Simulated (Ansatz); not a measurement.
Li3Cl3⁺. Total charge 1; doublet. Geometry PBE-D4/def2-SVP, that of the neutral singlet; atoms count from 1.

```tsv
atom	x (Å)	y (Å)	z (Å)
Li1	1.166	-1.168	-0.951
Li2	-1.712	-0.614	0.566
Li3	0.546	1.781	0.385
Cl4	2.139	0.765	-0.699
Cl5	-0.674	-2.229	-0.465
Cl6	-1.464	1.465	1.165
```

The structure comes from a short search, and lower isomers may exist.

Q: Estimate the Mulliken populations from the PBE0/def2-TZVP orbitals of Ansatz.

A: 
| atom | charge (e) | spin (α − β) |
| --- | --- | --- |
| Li1 | 0.78 | -0.02 |
| Li2 | 0.78 | -0.02 |
| Li3 | 0.79 | 0.00 |
| Cl4 | -0.46 | 0.33 |
| Cl5 | -0.43 | 0.38 |
| Cl6 | -0.46 | 0.33 |
Mulliken values and Mayer orders depend strongly on the basis.

Q: Where does the spin sit?

A: Summed by element: Li -0.03, Cl 1.03, of 1 unpaired in all. Largest on single atoms: Cl5 0.38, Cl4 0.33, Cl6 0.33.
